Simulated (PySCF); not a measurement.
B(H)(F)(OEt) (C2H6BFO), SMILES B(OCC)F. Geometry: B3LYP-D3(BJ)/def2-SVP. The structure was generated by enumeration, and PubChem lists no compound with its InChIKey, so it may never have been made. One conformer was computed; it need not be the lowest.

Computed equilibrium geometry at B3LYP-D3(BJ)/def2-SVP (PySCF confirms it by a frequency run) as a Z-matrix (one conformer of several):
```
C
H 1 1.1009
H 1 1.1022 2 108.03
O 1 1.4303 2 106.28 3 -118.06
B 4 1.3402 1 123.07 2 149.08
F 5 1.3368 4 120.62 1 -1.02
H 5 1.2025 6 119.55 4 179.84
C 1 1.5189 2 110.70 3 121.35
H 8 1.1009 1 110.65 2 62.10
H 8 1.1012 9 108.44 1 -121.78
H 8 1.1015 9 108.39 10 -117.14
```
